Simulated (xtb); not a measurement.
A run for xtb: GFN2-xTB on BGeH5 (SMILES [BH2][GeH3]), a point of a bond scan (R = 2.309 Å).

```
$ xtb mol.xyz --gfn 2 --sp --chrg 0 --uhf 0
7

B     -1.68447901    -0.08981357    -0.38805636
Ge     0.32433246     0.01332500     0.07253106
H      1.57986629    -1.77994664    -0.66305817
H      0.93481345     1.29602953    -0.53231896
H      0.50580440     0.12014751     1.60207949
H     -2.40523210     0.79344296    -0.04632267
H     -2.15298444    -1.00476260    -0.98628824
```

### Question
Give the final energy of this run.

### Answer
-5.6113 hartree.
